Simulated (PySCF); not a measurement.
Group charges in `C#Cc1cc([O-])sc1C#N`

Species: C7H2NOS (charge -1).
Atom-mapped SMILES: `[CH:1]#[C:2][c:3]1[cH:4][c:5]([O-:6])[s:7][c:8]1[C:9]#[N:10]` (hydrogens: H11 on C1; H12 on C4)

Atomic charges (e) from the PBE0/pcSseg-1 density (PySCF):

```json
{"atom": "C1", "Mulliken": "-0.4651", "IAO": "-0.2862", "Hirshfeld": "-0.1502", "ESP-fitted": "-0.4313"}
{"atom": "C2", "Mulliken": "+0.5162", "IAO": "+0.0057", "Hirshfeld": "-0.0393", "ESP-fitted": "-0.0793"}
{"atom": "C3", "Mulliken": "-0.0684", "IAO": "-0.0159", "Hirshfeld": "-0.0254", "ESP-fitted": "+0.4204"}
{"atom": "C4", "Mulliken": "-0.1618", "IAO": "-0.3308", "Hirshfeld": "-0.1506", "ESP-fitted": "-0.6413"}
{"atom": "C5", "Mulliken": "+0.1594", "IAO": "+0.2237", "Hirshfeld": "+0.0556", "ESP-fitted": "+0.5193"}
{"atom": "O6", "Mulliken": "-0.4745", "IAO": "-0.5423", "Hirshfeld": "-0.3637", "ESP-fitted": "-0.5621"}
{"atom": "S7", "Mulliken": "+0.1218", "IAO": "+0.1000", "Hirshfeld": "-0.0438", "ESP-fitted": "-0.1359"}
{"atom": "C8", "Mulliken": "-0.4407", "IAO": "-0.2680", "Hirshfeld": "-0.0865", "ESP-fitted": "-0.6144"}
{"atom": "C9", "Mulliken": "+0.0826", "IAO": "+0.1365", "Hirshfeld": "+0.0210", "ESP-fitted": "+0.6925"}
{"atom": "N10", "Mulliken": "-0.3323", "IAO": "-0.3551", "Hirshfeld": "-0.3157", "ESP-fitted": "-0.6621"}
{"atom": "H11", "Mulliken": "+0.0195", "IAO": "+0.1856", "Hirshfeld": "+0.0726", "ESP-fitted": "+0.2772"}
{"atom": "H12", "Mulliken": "+0.0435", "IAO": "+0.1468", "Hirshfeld": "+0.0260", "ESP-fitted": "+0.2170"}
```

**Question.** Cut each of the bonds C1–C2, C2–C3 and C9–C8 in turn and sum the charges on the side of the atom named first.

**Answer.** In e; the other side holds the total charge, -1, less this:

| bond cut | piece | atoms | Mulliken | IAO | Hirshfeld | ESP-fitted |
| --- | --- | --- | --- | --- | --- | --- |
| C1–C2 | CH | 2 | -0.446 | -0.101 | -0.078 | -0.154 |
| C2–C3 | C2H | 3 | +0.071 | -0.095 | -0.117 | -0.233 |
| C9–C8 | CN | 2 | -0.250 | -0.219 | -0.295 | +0.030 |

Extremes among these pieces. Mulliken: lowest CH at C1, highest C2H at C2; IAO: lowest CN at C9, highest C2H at C2; Hirshfeld: lowest CN at C9, highest CH at C1; ESP-fitted: lowest C2H at C2, highest CN at C9.

**Question.** Do the schemes agree better on the pieces than on the single atoms at the cuts?

**Answer.** The spread between schemes averages 0.332 e for the pieces and 0.527 e for the atoms named first; it is smaller for the piece at 2 of the 3 cuts. On average they agree better on the pieces. The sign differs between schemes (beyond ±0.03 e) for C2H at C2 and CN at C9.

Geometry: GFN2-xTB; no solvent, vibrations or thermal averaging. The pcSseg-1 basis has no diffuse functions, a weakness for an anion.
